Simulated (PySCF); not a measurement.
**Working out the ionisation energy of Nb**

Nb [Kr] 4d4 5s1 (6D) → Nb⁺ [Kr] 4d4 (5D). All numbers are calculated (PySCF 2.14, a scalar-relativistic core potential, in aug-cc-pVDZ-PP with ECP28MDF). Frozen: 4s2 4p6. Energies in hartree (1 hartree = 27.21139 eV):

| part | Nb (lower) | Nb⁺ (upper) |
| --- | --- | --- |
| UHF | -56.147420 | -55.927002 |
| MP2 opposite-spin | 0.000000 | 0.000000 |
| MP2 same-spin | -0.042572 | -0.026527 |

Task: What does Hartree-Fock give?

Result: (-55.927002) − (-56.147420) = 0.220418 hartree = 5.998 eV.

Task: What do MP2 and SCS-MP2 (6/5 opposite-spin, 1/3 same-spin) give?

Result: The opposite-spin parts differ by 0.000 eV and the same-spin parts by 0.437 eV. MP2: 5.998 + (0.000) + (0.437) = 6.435 eV. SCS-MP2: 5.998 + 1.2 × (0.000) + (0.437)/3 = 6.144 eV.

Measured between the centres of the two terms (NIST): 6.776 eV, so MP2 (valence) is off by -0.341 eV.

A double-zeta basis recovers only part of the correlation energy.

What remains against the reference includes basis incompleteness, the frozen core and correlation beyond second order.
